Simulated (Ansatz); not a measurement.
Gas-phase electronic energies from Ansatz, PBE0-D4/def2-TZVP geometries. CCSD(T)/CBS adds triple-zeta CCSD(T) − MP2 to the extrapolated MP2 energy (def2 sets, frozen cores). This one scheme is used for every species. Functionals use def2-TZVPP. For Ge outer-core shells are correlated without core-valence functions, which leaves a few kJ/mol of doubt a bond. Scalar relativity is left out up to krypton. Each species was taken in one conformer, which may not be the lowest.

Reaction (ligand exchange at a Ge–O bond): `[OH][Ge]([F])([F])[SH]` + H₂S → `[F][Ge]([F])([SH])[SH]` + H₂O

Q: Is it downhill or uphill in electronic energy at CCSD(T)/CBS, and by how much? (Best estimate.)

A: Computed: Downhill: ΔE = -2.4 kcal/mol.

Q: What do these levels give: BLYP-D4, CAM-B3LYP-D4, revPBE, CAM-B3LYP, HF/def2-SVP, HF/def2-TZVPP? (Best estimate.)

A: Computed: BLYP-D4 -2.8, CAM-B3LYP-D4 -0.6, revPBE -3.3, CAM-B3LYP 0.2, HF/def2-SVP 2.0, HF/def2-TZVPP 2.0 kcal/mol.

Largest T1 diagnostic among the species: 0.012.

In def2-TZVPP, CCSD(T) changes the Hartree–Fock value by −2.6 kcal/mol (the triples alone add −0.6 kcal/mol) and MP2 by −3.5 kcal/mol. Leaving LDA and LC-ωPBE aside and taking each functional with its dispersion term where it has one, the values, not all of them listed here, spread over 3.7 kcal/mol, from revPBE-D4 to CAM-B3LYP-D4.
